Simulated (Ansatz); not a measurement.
Reaction (formal exchange of groups at the Se–Ga bond): `[CH3][GaH][SeH]` + `CC` → `CC[SeH]` + `[CH3][GaH2]`

Program: Ansatz. Geometries: PBE0-D4/def2-TZVP. ΔE: electronic, gas phase. CBS: MP2 limit from def2 TZ/QZ plus the TZ coupled-cluster correction, frozen cores. This one scheme is used for every species. Functionals use def2-TZVPP. B3LYP here is the variant with VWN-RPA as its local correlation; programs differ in this. HSE06 is defined as in plane-wave codes. For Ga, Se outer-core shells are correlated without core-valence functions, which leaves a few kJ/mol of doubt a bond. Scalar relativity is left out up to krypton. One conformer a species, not always the lowest.

```
             level  ΔE (kJ/mol)  difference from CCSD(T)/CBS
       LDA (SPW92)        164.7                         -4.1
            PBE-D4        166.5                         -2.3
         revPBE-D4        161.2                         -7.6
           BLYP-D4        164.4                         -4.4
         r2SCAN-D4        171.9                          3.1
           PBE0-D4        169.5                          0.7
          B3LYP-D4        168.0                         -0.8
        r2SCANh-D4        172.7                          3.9
        r2SCAN0-D4        173.7                          4.9
          HSE06-D4        169.9                          1.1
          BHLYP-D4        173.1                          4.3
           ωB97X-V        163.2                         -5.6
           ωB97M-V        164.6                         -4.2
            B2PLYP        169.4                          0.6
          PBE-QIDH        171.1                          2.3
               PBE        167.3                         -1.5
            revPBE        167.4                         -1.4
              BLYP        167.4                         -1.4
            r2SCAN        172.1                          3.3
              PBE0        170.0                          1.2
             B3LYP        169.4                          0.6
           r2SCANh        172.8                          4.0
             HSE06        170.2                          1.4
             BHLYP        172.0                          3.2
         CAM-B3LYP        166.2                         -2.6
RPA@PBE/def2-TZVPP        158.6                        -10.2
       HF/def2-SVP        175.8                          7.0
      MP2/def2-SVP        175.2                          6.4
     CCSD/def2-SVP        173.1                          4.3
  CCSD(T)/def2-SVP        172.5                          3.7
     HF/def2-TZVPP        173.3                          4.5
    MP2/def2-TZVPP        168.5                         -0.3
SCS-MP2/def2-TZVPP        165.1                         -3.7
   CCSD/def2-TZVPP        166.6                         -2.2
CCSD(T)/def2-TZVPP        166.1                         -2.7
     HF/def2-QZVPP        171.7                          2.9
SCS-MP2/def2-QZVPP        165.7                         -3.1
      HF/CBS(def2)        171.5                          2.7
     MP2/CBS(def2)        171.2                          2.4
    CCSD/CBS(def2)        169.3                          0.5
       CCSD(T)/CBS        168.8                            0
```

Largest T1 diagnostic among the species: 0.012.

In def2-TZVPP, CCSD(T) changes the Hartree–Fock value by −7.2 kJ/mol (the triples alone add −0.5 kJ/mol) and MP2 by −4.7 kJ/mol. From BLYP to BHLYP (50 % exact exchange), in def2-TZVPP and without D4, ΔE moves by +4.7 kJ/mol. At CCSD(T), def2-SVP lies +3.7 kJ/mol from the extrapolated value and def2-TZVPP −2.7 kJ/mol.

CCSD(T)/CBS has its own doubt, a few kJ/mol and more with outer-core shells, so smaller differences from it don't rank the levels.
